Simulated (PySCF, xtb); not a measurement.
C4H4O, SMILES c1ccoc1.

Harmonic wavenumbers (cm⁻¹) from GFN2-xTB in xtb at its own minimum, in rising order: 588, 606, 766, 781, 830, 846, 851, 855, 1027, 1056, 1080, 1164, 1170, 1233, 1374, 1451, 1566, 3169, 3170, 3184, 3193.

**Question.** What does r2SCAN-D4/def2-SVP in PySCF give at its own minimum? (An estimate is asked for; the answer gives what the named calculation found.)

**Answer.** 617, 634, 725, 748, 843, 885, 886, 888, 1010, 1053, 1105, 1164, 1219, 1272, 1427, 1518, 1597, 3250, 3262, 3284, 3290. Paired by order, the mean absolute difference is 43 cm⁻¹ and the zero-point energies are 42.8 and 43.9 kcal/mol.
